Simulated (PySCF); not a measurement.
All values below come from PySCF with PBE-D3(BJ)/def2-TZVP // TPSS-D3(BJ)/def2-SVP. Gas-phase values, no solvent. 

Reference species: [Pd(F)3] (neutral, multiplicity 2).

```yaml
spin population on the central atom (Mulliken): 0.55
dipole_moment: 2.20 D
mean_distance_from_the_central_atom_to_its_bonded_neighbours: 1.870 Å
highest_occupied_spin_orbital: -7.79 eV
```

Changed species: [Pt(F)3] (M = Pt, multiplicity 2; the reference has M = Pd, multiplicity 2).

Predict the effect on the spin population on the central atom (Mulliken), dipole moment, mean distance from the central atom to its bonded neighbours and highest occupied spin orbital.

the spin population on the central atom (Mulliken) rises by 0.09, to 0.64; the dipole moment rises by 0.29 D, to 2.49 D; the mean distance from the central atom to its bonded neighbours rises by 0.016 Å, to 1.886 Å; the highest occupied spin orbital rises by 0.47 eV, to -7.32 eV.
